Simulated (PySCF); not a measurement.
Electron correlation in Hf(43+) (hafnium, charge +43)

[Ar] 3d10 4s1, 2S determinant. Calculation: PySCF 2.14, in an even-tempered Gaussian basis (17 s from 4.7 bohr⁻², ratio 2.5; 11 p from 6.1 bohr⁻², ratio 2.5; 8 d from 11 bohr⁻², ratio 2.5; 4 f from 28 bohr⁻², ratio 2.7; 4 g from 42 bohr⁻², ratio 2.7); the non-relativistic Hamiltonian (point nucleus). Frozen: [Ne]; 19 electrons correlated; the 31 highest virtual orbitals of each spin left out.

MP2 pair energies summed by pair of shells (mhartree):

| pair | energy | share (%) |
| --- | --- | --- |
| 3d-3d | -413.44 | 49.1 |
| 3p-3d | -226.64 | 26.9 |
| 3p-3p | -62.23 | 7.4 |
| 3s-3d | -48.84 | 5.8 |
| 3d-4s | -42.85 | 5.1 |
| 3s-3p | -28.30 | 3.4 |
| 3p-4s | -13.05 | 1.5 |
| 3s-3s | -4.54 | 0.5 |
| 3s-4s | -2.47 | 0.3 |

Total MP2 correlation energy: -842.36 mhartree.

At this charge a non-relativistic calculation is a model, useful for the Z dependence of the correlation energy.
